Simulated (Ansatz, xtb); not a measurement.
**Two isomers of C3H11OPSi2**

Structure X is `P[Si@@H]1CCC[SiH2]O1`, a singlet and structure Y is `C[Si@@H]1CC[Si@H](P)O1`, a singlet. Both are isolated molecules in the gas phase, relaxed with PBE0-D3(BJ)/def2-SVP, each in the lowest conformer that the search found.

X (Å):

```
atom    x (Å)    y (Å)    z (Å)
   C   1.6805  -2.4645  -0.4603
   C   1.4022  -1.7381   0.8642
   C   1.3286  -0.2115   0.7104
   O  -0.2183  -0.6748  -1.6633
   P  -1.4581  -3.5469  -1.0226
  Si   0.2825  -2.2676  -1.7090
  Si  -0.1111   0.3674  -0.3580
   H  -0.8532  -4.7560  -1.4901
   H  -2.2054  -3.3456  -2.2227
   H   0.7219  -2.5857  -3.0993
   H   2.6114  -2.0773  -0.9126
   H   1.8526  -3.5403  -0.2837
   H   2.1891  -1.9950   1.5935
   H   0.4600  -2.1160   1.3025
   H   1.2450   0.2723   1.6988
   H   2.2686   0.1624   0.2666
   H  -1.3891   0.3170   0.4179
   H   0.0963   1.7546  -0.8655
```

Y (Å):

```yaml
atoms:
  - { symbol: C, position_ang: [0.2275, -1.2257, 1.4230] }
  - { symbol: C, position_ang: [0.4008, -0.0256, -1.4910] }
  - { symbol: C, position_ang: [0.8266, 1.4389, -1.2416] }
  - { symbol: O, position_ang: [-1.3678, 0.9687, 0.3533] }
  - { symbol: P, position_ang: [0.0710, 3.7317, 1.2031] }
  - { symbol: Si, position_ang: [-0.7085, -0.5354, -0.0371] }
  - { symbol: Si, position_ang: [-0.6381, 2.2873, -0.3832] }
  - { symbol: H, position_ang: [0.6537, -2.2137, 1.1871] }
  - { symbol: H, position_ang: [1.0504, -0.5532, 1.7115] }
  - { symbol: H, position_ang: [-0.4378, -1.3401, 2.2926] }
  - { symbol: H, position_ang: [-1.8037, -1.4675, -0.4397] }
  - { symbol: H, position_ang: [-0.2034, -0.0931, -2.4123] }
  - { symbol: H, position_ang: [1.2674, -0.6908, -1.6377] }
  - { symbol: H, position_ang: [1.6844, 1.4752, -0.5472] }
  - { symbol: H, position_ang: [1.1496, 1.9486, -2.1636] }
  - { symbol: H, position_ang: [-1.5949, 2.9223, -1.3414] }
  - { symbol: H, position_ang: [-1.2180, 4.3143, 1.4022] }
  - { symbol: H, position_ang: [0.4537, 4.7052, 0.2263] }
```

Quicker runs give these differences E(Y) − E(X): GFN2-xTB +10.8 kcal/mol; HF/STO-3G −8.3 kcal/mol (at GFN2-xTB geometries); r2SCAN-D4/def2-SVP −5.6 kcal/mol (at GFN2-xTB geometries).

Estimate E(Y) − E(X) at the level CCSD(T)/def2-SVP + ΔMP2/def2-TZVPP.

Calculated at CCSD(T)/def2-SVP + ΔMP2/def2-TZVPP: E(Y) − E(X) = −6.0 kcal/mol, so structure Y lies lower.

The same difference at several levels:

| level | geometry | E(Y) − E(X) (kcal/mol) | departure from the last row (kcal/mol) | job, with rough time for the two |
| --- | --- | --- | --- | --- |
| GFN2-xTB | GFN2-xTB | +10.8 | +16.8 | optimisation, 0.18 s |
| HF/STO-3G | GFN2-xTB | −8.3 | −2.3 | single point, 0.44 s |
| r2SCAN-D4/def2-SVP | GFN2-xTB | −5.6 | +0.4 | single point, 4.5 s |
| PBE0-D3(BJ)/def2-SVP | PBE0-D3(BJ)/def2-SVP | −4.9 | +1.0 | optimisation, 71 s |
| HF/def2-SVP | PBE0-D3(BJ)/def2-SVP | −3.4 | +2.6 | part of the CCSD(T) run |
| MP2/def2-SVP | PBE0-D3(BJ)/def2-SVP | −3.7 | +2.3 | part of the CCSD(T) run |
| CCSD(T)/def2-SVP | PBE0-D3(BJ)/def2-SVP | −3.2 | +2.8 | single point |
| CCSD(T)/def2-SVP + ΔMP2/def2-TZVPP | PBE0-D3(BJ)/def2-SVP | −6.0 |  | single point, 94 s |

As drawn, Y has 1 C–Si, 1 C–H in place of 1 C–C, 1 Si–H. Structure X has a 6-membered ring, Y a 5-membered ring.

GFN2-xTB puts the two in the other order. The largest departure from CCSD(T)/def2-SVP + ΔMP2/def2-TZVPP is that of GFN2-xTB, 16.8 kcal/mol. The last row adds to CCSD(T) the change of the MP2 difference between the two basis sets, here −2.8 kcal/mol.

With thermal terms from frequencies at re-optimised GFN2-xTB minima (ideal gas, soft modes damped towards free rotors, one conformer each, 298.15 K, 1 atm): on the last row, ΔE + ΔZPE = −5.5, ΔH = −5.1, ΔG = −6.2 kcal/mol.

The correlated steps freeze 19 core orbitals. Run with Ansatz 0.2.0, xtb 6.7.1; the last row on 4 threads of Arm Neoverse V2 on a shared host.
